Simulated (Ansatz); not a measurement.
`[Cl][Ge]([Cl])([Cl])[Br]` + `O[SiH2]N[SiH](O)Cl` → `[Cl][GeH]([Cl])[Br]` + `O[Si@@H](Cl)N[Si@@H](O)Cl`  (redistribution)

Gas-phase electronic energies from Ansatz, PBE0-D4/def2-TZVP geometries. CBS: MP2 limit from def2 TZ/QZ plus the TZ coupled-cluster correction, frozen cores. DFT in def2-TZVPP. For Br, Ge outer-core shells are correlated without core-valence functions, which leaves a few kJ/mol of doubt a bond. Scalar relativity is left out up to krypton. One conformer a species, not always the lowest.

```tsv
species	PBE0 energy (Eh)
`[Cl][Ge]([Cl])([Cl])[Br]`	-6030.97129
`O[SiH2]N[SiH](O)Cl`	-1247.72148
`[Cl][GeH]([Cl])[Br]`	-5571.46024
`O[Si@@H](Cl)N[Si@@H](O)Cl`	-1707.25437
```

Work out ΔE.

ΔE = (-5571.46024) + (-1707.25437) − (-6030.97129) − (-1247.72148) = -0.02184 Eh = -57.3 kJ/mol. CCSD(T)/CBS gives -57.1 kJ/mol.

Largest T1 diagnostic among the species: 0.011.

In def2-TZVPP, CCSD(T) changes the Hartree–Fock value by +6.1 kJ/mol (the triples alone add +1.7 kJ/mol) and MP2 by +6.8 kJ/mol.
